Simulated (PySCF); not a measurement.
Species: C₂H₉NO₂Si₂.
Z-matrix (Å and degrees, PBE0-D3(BJ)/def2-SVP geometry), rows numbered from 1:
```
C 
O   1  1.4211
C   2  1.3402  1  116.01
O   3  1.2042  2  123.19  1    -0.35
Si  3  1.9289  2  113.16  1   176.60
Si  5  2.3451  3  106.73  2  -101.02
N   6  1.7359  5  108.25  3  -169.88
H   1  1.0960  2  106.33  3  -178.45
H   1  1.1000  2  110.81  3    61.77
H   1  1.1001  2  110.81  3   -58.49
H   5  1.4940  3  106.42  2   140.64
H   5  1.4930  3  111.10  2    21.47
H   6  1.5033  5  107.22  3   -42.97
H   6  1.4953  5  109.69  3    72.89
H   7  1.0147  6  118.96  5  -164.81
H   7  1.0143  6  118.97  5    55.77
```

Level: PBE0/pcSseg-1 in PySCF, non-relativistic, on one gas-phase PBE0-D3(BJ)/def2-SVP geometry that isn't relaxed in the solvent. The solvent is an IEF-PCM continuum (van der Waals radii × 1.2). The model holds no explicit solvent molecules, cavitation or dispersion.

```
run  E − E(gas) (kcal/mol)  HOMO (eV)  HOMO–LUMO gap (eV)  dipole (D)
gas                   0.00      -7.32                6.75        1.50
  P                  -6.96      -7.26                6.61        1.93
  Q                  -2.90      -7.28                6.69        1.68
```

Q: The runs were made in acetone and cyclohexane. Which run belongs to which solvent?

A: P = acetone, Q = cyclohexane. The dielectric constants are 2.017 (cyclohexane), 20.49 (acetone), and the energy falls further as ε rises. In this model the ground state sees the solvent through ε alone.

Q: How constant is the ratio of the lowering to (ε − 1)/(2ε + 1)?

A: 
```csv
solvent,(ε − 1)/(2ε + 1),E − E(gas) (kcal/mol),ratio (kcal/mol),polarisation term (kcal/mol)
cyclohexane,0.202,-2.90,-14.4,-3.04
acetone,0.464,-6.96,-15.0,-7.73
```

The ratio changes by +4.2 % in size from cyclohexane to acetone. The polarisation term is half the interaction of the solute with the induced surface charges.

Hardware: one thread of an Arm Neoverse N1, no GPU, on a shared host. Cost: 44 s of wall time, 1.0 GiB resident at most. This is the whole shielding run at PBE0/pcSseg-1 in acetone, SCF included.
